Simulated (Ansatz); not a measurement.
Geometry optimisation, RKS r2SCAN-D4/6-31G* in Ansatz.

input.yaml

```yaml
crystal:
  periodic: [false, false, false]
  atoms:
    - { symbol: B, position_ang: [0.125883, -0.24662, 0.157113] }
    - { symbol: "N", position_ang: [0.153087, -0.531708, 1.602163] }
    - { symbol: H, position_ang: [-0.68564, -0.668342, 2.149762] }
    - { symbol: H, position_ang: [1.01157, -0.705326, 2.11055] }
    - { symbol: C, position_ang: [1.452252, -0.158199, -0.676745] }
    - { symbol: H, position_ang: [1.563062, -1.068443, -1.287666] }
    - { symbol: H, position_ang: [1.426362, 0.681318, -1.383413] }
    - { symbol: H, position_ang: [2.358729, -0.064524, -0.062889] }
    - { symbol: H, position_ang: [-0.96638, -0.12195, -0.326376] }
    - { symbol: P, position_ang: [-0.48372, 2.747348, 0.778396] }
    - { symbol: H, position_ang: [-1.880219, 2.473255, 0.863036] }
    - { symbol: H, position_ang: [-0.5493, 3.801336, 1.738771] }
    - { symbol: H, position_ang: [-0.141786, 1.720055, 1.703098] }
basis:
  gaussian: { orbitals: "6-31G*" }
hamiltonian:
  xc: r2scan
  dispersion: d4
relax:
  f_tol: 0.03
  max_steps: 50
```

Launched with:

```bash
$ ansatz run input.yaml --threads 2 --pin off --max-ram 3072MiB --backend cpu --events-out ev --progress --plain --runs-dir out
```

Problem. Where does it end, and by what steps?

Solution. The run converged. After 11 steps the energy has fallen by 0.251 eV; H13 moved furthest, 0.57 Å.

| step | energy less start (eV) | largest force component (eV/Å) | accepted |
| --- | --- | --- | --- |
| 0 | 0.0000 | 2.241 | yes |
| 1 | -0.1830 | 1.144 | yes |
| 2 | -0.2268 | 0.371 | yes |
| 3 | -0.2391 | 0.163 | yes |
| 4 | -0.2192 | 0.556 | no |
| 5 | -0.2425 | 0.085 | yes |
| 6 | -0.2456 | 0.131 | yes |
| 7 | -0.2473 | 0.046 | yes |
| 8 | -0.2490 | 0.048 | yes |
| 9 | -0.2500 | 0.062 | yes |
| 10 | -0.2504 | 0.043 | yes |
| 11 | -0.2506 | 0.028 | yes |

```xyz
13
Properties=species:S:1:pos:R:3
B 0.153 -0.447 0.226
N 0.219 -0.836 1.569
H -0.596 -0.993 2.145
H 1.092 -1.003 2.053
C 1.449 -0.226 -0.639
H 1.436 -0.875 -1.526
H 1.480 0.801 -1.028
H 2.389 -0.411 -0.101
H -0.949 -0.285 -0.238
P -0.553 3.143 0.723
H -1.844 2.551 0.803
H -0.878 4.162 1.665
H -0.013 2.278 1.715
```

Whether the end is a true minimum wasn't checked by a vibrational analysis.

The run took 17 s on 2 threads of Intel(R) Xeon(R) 6975P-C (Granite Rapids), with other jobs on the host, peak memory 0.18 GiB.
